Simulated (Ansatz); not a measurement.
Steps of a relaxation of `[NH2][Nb]([OH])([F])=[S]` with RKS PBE0-D4/def2-TZVP.

```sh
$ ansatz run in.yaml --threads 4 --pin off --events-out ev --progress --plain --max-ram 10444MiB
```

```yaml
crystal:
  periodic: [false, false, false]
  atoms:
    - {symbol: N, position_ang: [-0.454724, 1.384877, 0.177744]}
    - {symbol: Nb, position_ang: [0.454684, -0.287979, -0.294917]}
    - {symbol: O, position_ang: [-0.764260, -1.723742, -0.073656]}
    - {symbol: F, position_ang: [1.010532, -0.235150, -2.097855]}
    - {symbol: S, position_ang: [2.140493, -0.440167, 1.056696]}
    - {symbol: H, position_ang: [-0.141630, 2.098611, 0.842674]}
    - {symbol: H, position_ang: [-1.378650, 1.632497, -0.198303]}
    - {symbol: H, position_ang: [-0.774346, -2.486047, 0.531816]}
basis:
  gaussian: {orbitals: def2-TZVP}
hamiltonian: {xc: pbe0, dispersion: d4}
relax: {f_tol: 0.005, max_steps: 150}
```

Positions (Å) and forces (eV/Å) along the path, 7 of 7 steps:

```xyz
8
step=1 energy=-18687.4617 eV
N    -0.455    1.385    0.178   -0.233    0.314    0.073
Nb    0.455   -0.288   -0.295    0.196   -0.032    0.246
O    -0.764   -1.724   -0.074    0.273   -0.222    0.367
F     1.011   -0.235   -2.098   -0.142   -0.021    0.449
S     2.140   -0.440    1.057   -0.573    0.045   -0.472
H    -0.142    2.099    0.843   -0.164   -0.510   -0.433
H    -1.379    1.632   -0.198    0.594   -0.180    0.228
H    -0.774   -2.486    0.532    0.049    0.606   -0.457
8
step=2 energy=-18687.4941 eV
N    -0.450    1.377    0.174   -0.191    0.302    0.095
Nb    0.449   -0.284   -0.284   -0.263   -0.013   -0.356
O    -0.757   -1.710   -0.072   -0.047   -0.203    0.135
F     1.001   -0.237   -2.073    0.007   -0.002    0.000
S     2.107   -0.438    1.038    0.362   -0.037    0.297
H    -0.139    2.076    0.837   -0.030   -0.129   -0.109
H    -1.363    1.624   -0.199    0.158   -0.054    0.053
H    -0.755   -2.465    0.525    0.003    0.137   -0.114
8
step=3 energy=-18687.4991 eV
N    -0.455    1.381    0.176   -0.054    0.056   -0.003
Nb    0.444   -0.284   -0.287    0.016   -0.022   -0.018
O    -0.759   -1.715   -0.069   -0.003   -0.004    0.004
F     0.998   -0.238   -2.075   -0.011   -0.001    0.023
S     2.112   -0.440    1.046    0.012   -0.001    0.007
H    -0.138    2.078    0.833    0.022   -0.025    0.000
H    -1.361    1.633   -0.199    0.013   -0.017   -0.002
H    -0.749   -2.471    0.520    0.004    0.015   -0.011
8
step=4 energy=-18687.4992 eV
N    -0.455    1.382    0.174   -0.022    0.015   -0.001
Nb    0.445   -0.284   -0.286    0.005   -0.002   -0.003
O    -0.759   -1.713   -0.069    0.001    0.006   -0.005
F     0.997   -0.239   -2.074   -0.002   -0.002    0.008
S     2.115   -0.440    1.046   -0.003    0.000   -0.001
H    -0.138    2.075    0.834    0.018   -0.007    0.005
H    -1.362    1.632   -0.199    0.002   -0.008   -0.005
H    -0.750   -2.470    0.519    0.002   -0.004    0.003
8
step=5 energy=-18687.4993 eV
N    -0.456    1.382    0.174    0.003    0.002    0.003
Nb    0.445   -0.283   -0.286   -0.004   -0.006    0.000
O    -0.759   -1.713   -0.069    0.000    0.003   -0.002
F     0.997   -0.239   -2.073    0.001    0.000   -0.001
S     2.114   -0.441    1.047   -0.001    0.003    0.001
H    -0.136    2.075    0.833    0.003   -0.004   -0.001
H    -1.363    1.632   -0.199   -0.005    0.003   -0.002
H    -0.749   -2.470    0.519    0.002    0.000    0.001
8
step=6 energy=-18687.4993 eV
N    -0.457    1.383    0.173   -0.002    0.001    0.000
Nb    0.442   -0.283   -0.286    0.006    0.005   -0.002
O    -0.761   -1.714   -0.069   -0.001   -0.008    0.004
F     0.996   -0.241   -2.073   -0.002    0.000    0.000
S     2.112   -0.439    1.047   -0.002   -0.001    0.001
H    -0.134    2.073    0.834    0.001    0.001    0.000
H    -1.363    1.637   -0.200    0.001   -0.001    0.000
H    -0.744   -2.472    0.518   -0.002    0.004   -0.003
8
step=7 energy=-18687.4993 eV
N    -0.457    1.383    0.173    0.000    0.000    0.000
Nb    0.443   -0.283   -0.286   -0.002    0.000    0.001
O    -0.760   -1.714   -0.069    0.000    0.000   -0.001
F     0.996   -0.241   -2.074    0.001    0.000    0.000
S     2.111   -0.440    1.048    0.001    0.000   -0.001
H    -0.133    2.073    0.833    0.000    0.000    0.000
H    -1.363    1.636   -0.199    0.001    0.000    0.000
H    -0.745   -2.471    0.518   -0.001    0.000    0.000
```

Run time 17 s (4 threads of an Intel Xeon 6975P-C on a shared host); peak host memory 0.5 GiB.
